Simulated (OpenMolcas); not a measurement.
# Ag3+: moving or changing the point charges

Ag3+ among 8 point charges of -1.2 e arranged as a cube (Oh), 2.09 Å from the ion.

```json
{
 "Program": "OpenMolcas",
 "Method": "CASSCF",
 "Basis": "ANO-RCC-VDZP [6s5p3d1f]",
 "Scalar Hamiltonian": "DKH2, point nucleus",
 "Active space": "8 electrons in 5 orbitals (4d)",
 "State averaging": "2S+1 = 3 even, 10 roots; 2S+1 = 1 even, 15 roots",
 "Spin-orbit coupling": "state interaction with AMFI integrals over the reference wave functions"
}
```

Runs around this geometry, states (labels of O, the rotations of Oh). Energies in cm-1 above the lowest state or level, χT in cm3 K/mol; under a threefold ground state the first gap can be a small split of the lowest multiplet, not the spin-orbit step; 10Dq and B are least-squares fits to the states below 45000 cm-1, weighted by degeneracy, with a free offset, and given where the rms deviation is under 5 % of |10Dq| (or 100 cm-1) and under 700 cm-1; 10Dq is negative for this site.

```csv
R (Å),q (e),Ground state,First state of that spin,10Dq,B (rms of fit),First gap with spin-orbit (degeneracies),χT at 300 K,First state of another spin
2.09,-0.78,3T1,3T2 1675,-2010,1020 (23),"490.2 (1, 3)",2.723,1T2 13966
1.89,-1.2,3T1,3T2 4194,-4870,1017 (63),"880.5 (1, 3)",1.753,1T2 14590
2.09,-1.2,3T1,3T2 2615,-3093,1019 (38),"671.9 (1, 3)",2.223,1T2 14252
```

Taking |10Dq| as R^-n, n = -ln(3093 / 4870) / ln(2.09 / 1.89) = 4.5 between the shortest and longest distance. The point-charge formula for a cubic d site gives n = 5.

Scaling the charges by -0.78 / -1.2 = 0.65 scales |10Dq| by 2010 / 3093 = 0.65; with fixed orbitals a first-order splitting would follow the charge.

An orbital triplet at a regular site is open to Jahn-Teller coupling, which can distort the site and quench the lowest spin-orbit gaps and is left out. Without dynamic correlation the repulsion within the d shell is too large (B by tens of per cent), so at a given field states of lower spin stand too high. Real 4d8 and 5d8 ions are as a rule square planar and diamagnetic. The ground term spreads over less than 5000 cm-1, several times less than with real ligands, so orbital moments are less quenched and χT lies further from the spin-only value than at real sites (holds for R = 2.09, q = -0.78). Point charges carry no covalency, so the field is a model and not that of real ligands. No measured value stands beside these numbers.
